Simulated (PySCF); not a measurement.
Vertical excitations of a molecule FH8NSi3 from TDA-PBE/def2-SVPD run with PySCF, as energy in eV (oscillator strength): 4.84 (0.002), 5.42 (0.000), 5.57 (0.024), 5.63 (0.038), 5.99 (0.011), 6.11 (0.025), 6.26 (0.009), 6.36 (0.030), 6.50 (0.022), 6.54 (0.011). Lowest triplet (TDA): 4.54 eV. Geometry optimised at PBE-D3(BJ)/def2-SVP. One conformer was computed; it need not be the lowest.

Which structure fits?
A) F[Si@H]([SiH3])N[SiH3]
B) N[Si@H]([SiH3])[SiH2]F
C) F[SiH2]N([SiH3])[SiH3]
D) N[SiH2][SiH2][SiH2]F

D, N[SiH2][SiH2][SiH2]F
